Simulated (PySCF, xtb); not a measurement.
GeH3Cl, SMILES [Cl][GeH3].

Harmonic wavenumbers (cm⁻¹) from GFN2-xTB in xtb 6.7.1 at its own minimum, in rising order: 390, 540, 540, 769, 828, 829, 1936, 2018, 2018.

Question: What does PBE0-D3(BJ)/def2-TZVP (PySCF) give at its own minimum? (The exact figures need the calculation; the answer reports its results.)

Answer: 427, 596, 596, 849, 871, 871, 2177, 2188, 2188. Paired by order, the mean absolute difference is 100 cm⁻¹ and the zero-point energies are 14.1 and 15.4 kcal/mol.
